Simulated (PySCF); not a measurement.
Computed IR spectrum (relative IR intensity) of a molecule C5H6O2. Coordinates come from a PBE0-D3(BJ)/def2-SVP optimisation. Other conformers were not sampled. Calculation: PySCF with PBE0-D3(BJ)/def2-SVP. No scaling factor is applied to the harmonic values.

ν (cm⁻¹): 120 (vw), 137 (vw), 258 (w), 285 (s), 347 (w), 394 (w), 525 (vs), 610 (w), 654 (m), 660 (m), 696 (vw), 714 (m), 762 (m), 801 (w), 955 (m), 1017 (m), 1026 (m), 1102 (vw), 1105 (m), 1202 (m), 1242 (vs), 1314 (m), 1348 (w), 1369 (w), 1392 (m), 1481 (s), 2236 (m), 3157 (w), 3189 (w), 3489 (s), 3748 (s), 3802 (s) (against the strongest line: vs over 80 %, s over 45 %, m over 15 %, w over 4 %, vw less)

Identify the compound among the candidates.
A. CC1=C[C@@H](C=O)O1
B. C1=C[C@H]2CO[C@@H]1O2
C. C#C[C@@H]1[C@H](O)[C@@H]1O
D. C#C[C@@H]1OC[C@H]1O

C, C#C[C@@H]1[C@H](O)[C@@H]1O
